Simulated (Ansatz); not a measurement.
An input meant for `CCC(CC(C)c1ccc(Cl)cc1)c1ccc(Cl)cc1` with charge +1 (charge 1, doublet).

```yaml
crystal:
  periodic: [false, false, false]
  atoms:
    - {symbol: C, position_ang: [4.085315, -0.383093, -0.530791]}
    - {symbol: C, position_ang: [2.687498, -0.950736, -0.741113]}
    - {symbol: C, position_ang: [1.605083, -0.276125, 0.121917]}
    - {symbol: C, position_ang: [0.254204, -0.989470, -0.059337]}
    - {symbol: C, position_ang: [-0.920664, -0.392774, 0.737561]}
    - {symbol: C, position_ang: [-0.674232, -0.416791, 2.249428]}
    - {symbol: C, position_ang: [-2.211018, -1.090183, 0.354973]}
    - {symbol: C, position_ang: [-3.172576, -0.434126, -0.429444]}
    - {symbol: C, position_ang: [-4.356816, -1.066509, -0.816506]}
    - {symbol: C, position_ang: [-4.585746, -2.384266, -0.412812]}
    - {symbol: Cl, position_ang: [-6.058449, -3.188218, -0.887029]}
    - {symbol: C, position_ang: [-3.647143, -3.066998, 0.367787]}
    - {symbol: C, position_ang: [-2.471257, -2.415652, 0.743587]}
    - {symbol: C, position_ang: [1.502850, 1.208635, -0.164908]}
    - {symbol: C, position_ang: [1.852857, 2.162186, 0.802183]}
    - {symbol: C, position_ang: [1.762049, 3.533340, 0.546608]}
    - {symbol: C, position_ang: [1.313106, 3.961948, -0.704076]}
    - {symbol: Cl, position_ang: [1.190723, 5.667758, -1.039424]}
    - {symbol: C, position_ang: [0.960285, 3.037123, -1.692380]}
    - {symbol: C, position_ang: [1.058282, 1.673241, -1.414976]}
    - {symbol: H, position_ang: [4.395929, -0.470812, 0.524114]}
    - {symbol: H, position_ang: [4.131318, 0.684010, -0.801301]}
    - {symbol: H, position_ang: [4.829108, -0.917042, -1.142239]}
    - {symbol: H, position_ang: [2.401267, -0.863746, -1.805924]}
    - {symbol: H, position_ang: [2.682472, -2.032614, -0.515382]}
    - {symbol: H, position_ang: [1.917032, -0.384177, 1.177403]}
    - {symbol: H, position_ang: [0.377645, -2.052882, 0.218688]}
    - {symbol: H, position_ang: [-0.012438, -0.991003, -1.132012]}
    - {symbol: H, position_ang: [-1.025518, 0.663665, 0.431131]}
    - {symbol: H, position_ang: [-0.448228, -1.435387, 2.608092]}
    - {symbol: D, position_ang: [0.175070, 0.228590, 2.523108]}
    - {symbol: H, position_ang: [-1.558439, -0.054795, 2.796528]}
    - {symbol: H, position_ang: [-2.992412, 0.599797, -0.745100]}
    - {symbol: H, position_ang: [-5.100298, -0.545907, -1.425904]}
    - {symbol: H, position_ang: [-3.841607, -4.098240, 0.674006]}
    - {symbol: H, position_ang: [-1.742759, -2.959311, 1.355100]}
    - {symbol: H, position_ang: [2.208564, 1.826204, 1.782301]}
    - {symbol: H, position_ang: [2.036982, 4.267531, 1.307608]}
    - {symbol: H, position_ang: [0.612373, 3.389758, -2.666283]}
    - {symbol: H, position_ang: [0.779618, 0.957042, -2.195160]}
basis:
  gaussian: {orbitals: def2-mTZVP, fitting: {mean_field: def2-universal-jkfit}}
total_charge: 1
magnetization: {spin_polarized: true, initial_magnetization: 1}
hamiltonian: {xc: {name: wPBEh}, pseudopotentials: {relativity: none}}
scf: {omitted_lower_state_checks: [starts]}
```

```sh
$ ansatz run in.yaml --threads 2 --pin off --events-out ev --progress --plain --max-ram 31744MiB --backend cuda --devices 0, --max-vram 18GiB
```

It prints (some lines left out):

```
Error: YAML parse error: error: line 34 column 16: `D` is not an element symbol (H … Og, case-exact)
32 |     - {symbol: H, position_ang: [-1.025518, 0.663665, 0.431131]}
33 |     - {symbol: H, position_ang: [-0.448228, -1.435387, 2.608092]}
34 |     - {symbol: D, position_ang: [0.175070, 0.228590, 2.523108]}
35 |     - {symbol: H, position_ang: [-1.558439, -0.054795, 2.796528]}
36 |     - {symbol: H, position_ang: [-2.992412, 0.599797, -0.745100]}
```

In this input an element symbol is wrong. The input was rejected before any iteration.
